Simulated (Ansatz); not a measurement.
`C[SiH](F)CCl` and `C[SiH](F)[GeH3]` differ in one atom or group.

Ansatz, PBE0-D4/def2-TZVP geometries, multiplicity 1. Each molecule was computed in one conformer, which needn't be the lowest.

Scalar relativity is left out up to krypton.

| property | `C[SiH](F)CCl` |
| --- | --- |
| LUMO energy (ωB97M-V/def2-TZVPP) / eV | 2.05 |
| HOMO–LUMO gap (ωB97M-V/def2-TZVPP) / eV | 12.52 |
| size of the dipole moment (B3LYP/def2-TZVPP) / D | 0.77 |
| HOMO energy (PBE/def2-TZVPP) / eV | -6.84 |
| HOMO–LUMO gap (B3LYP/def2-TZVPP) / eV | 7.86 |
| HOMO energy (ωB97M-V/def2-TZVPP) / eV | -10.46 |

Q: What does the change do to each property? (An estimate is asked.)

A: The calculation gave: 
```tsv
property	`C[SiH](F)[GeH3]`	shift
LUMO energy (ωB97M-V/def2-TZVPP) / eV	1.71	-0.34
HOMO–LUMO gap (ωB97M-V/def2-TZVPP) / eV	11.78	-0.74
size of the dipole moment (B3LYP/def2-TZVPP) / D	1.61	0.84
HOMO energy (PBE/def2-TZVPP) / eV	-6.84	0.00
HOMO–LUMO gap (B3LYP/def2-TZVPP) / eV	7.56	-0.30
HOMO energy (ωB97M-V/def2-TZVPP) / eV	-10.06	0.40
```

With PBE0 the HOMO rises by 0.20 eV and the LUMO falls by 0.20 eV, so the gap narrows by about 0.40 eV. PBE moves the HOMO by 0.00 eV and ωB97M-V by 0.40 eV. Dipoles are sizes alone; their direction can turn.

B3LYP here is the variant with VWN-RPA as its local correlation; programs differ in this.
